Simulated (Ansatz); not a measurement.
Basis-set extrapolation for C$_{3}$H$_{6}$S$_{2}$Si (`CC1(S)[SiH2]C1=S`) (PBE0-D4/def2-TZVP geometry, frozen core, the Gaussian-basis code of Ansatz). Multiplicity 1, RHF reference.

```json
{"": "HF", "def2-TZVPP": "-1201.076557", "def2-QZVPP": "-1201.112942"}
{"": "MP2 correlation", "def2-TZVPP": "-0.968821", "def2-QZVPP": "-1.039316"}
{"": "CCSD(T) correlation", "def2-TZVPP": "-1.077958", "def2-QZVPP": "not run"}
```

Energies in hartree. Use E(X) = E(∞) + A·exp(−7.88·√X) for Hartree–Fock and E(X) = E(∞) + B·X^(−2.97) for correlation, with X = 3 and 4, and add CCSD(T) minus MP2 of the smaller set to the MP2 limit.

Problem. What is the CCSD(T) energy at the basis-set limit?

Solution. HF limit: -1201.112942 + (-0.036385) × 0.13774 = -1201.11795. MP2 limit: -1.039316 + (-0.070495) × 0.74074 = -1.09153. Higher-order term: -1.077958 − (-0.968821) = -0.10914. Total: -1202.31862 hartree, 430.9 kJ/mol below CCSD(T)/def2-TZVPP.
